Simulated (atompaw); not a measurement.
# An all-electron radial function and its pseudo partner (helium)

Columns: radius, all-electron u(r) and pseudo u(r) of the 1s shell (level -15.50 eV) of helium in the configuration 1s2; PBEsol, scalar-relativistic, PAW (atompaw) scheme, atompaw 4.2.0.5.

```
r (bohr)  all-electron  pseudo
   0.035        0.1552  0.0916
   0.069        0.2859  0.1796
   0.104        0.4021  0.2679
   0.138        0.4989  0.3507
   0.173        0.5840  0.4318
   0.208        0.6560  0.5078
   0.242        0.7148  0.5762
   0.277        0.7653  0.6404
   0.312        0.8067  0.6978
   0.346        0.8393  0.7468
   0.381        0.8659  0.7902
   0.415        0.8859  0.8255
   0.450        0.9011  0.8549
   0.485        0.9115  0.8776
   0.519        0.9176  0.8937
   0.554        0.9203  0.9045
   0.588        0.9199  0.9101
   0.623        0.9167  0.9113
   0.658        0.9111  0.9085
   0.692        0.9036  0.9027
   0.727        0.8942  0.8941
   0.762        0.8832  0.8834
   0.796        0.8712  0.8714
   0.831        0.8578  0.8579
   0.865        0.8439  0.8439
   0.900        0.8287  0.8287
```

How many radial nodes do the two functions have?

The all-electron 1s function has n − l − 1 = 0; the pseudo-wave has 0.

Where does each function peak?

Outermost all-electron maximum near 0.55 bohr, pseudo maximum near 0.62 bohr (to the table’s step).

Is the pseudo-wave norm-conserving?

No, it belongs to a PAW set: the norm inside the radius is not constrained, and the difference is carried by the augmentation charge.
